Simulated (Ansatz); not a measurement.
Ansatz (a first-principles code) input (B3LYP/6-31G* with LANL2DZ past Ar): The .json file joins the Basis Set Exchange's 6-31G* for atoms up to Ar and LANL2DZ past it.

Ansatz 0.2 input:
```yaml
crystal:
  periodic: [false, false, false]
  atoms:
    - {symbol: Rb, position_ang: [-0.00000000, -0.00000000, -0.98959120]}
    - {symbol: Cl, position_ang: [0.00000000, 0.00000000, 2.15381615]}
basis:
  gaussian:
    orbitals: 6-31Gs+LANL2DZ.json
hamiltonian:
  xc: {name: B3LYP}
total_charge: -1
magnetization: {spin_polarized: true, initial_magnetization: 1}
phonons: {temperatures: {t_min: 298.15, t_max: 298.15, t_step: 100}}
```

Task: Which harmonic wavenumbers does it give?

Result: 151 cm⁻¹ (unscaled; negative means imaginary).
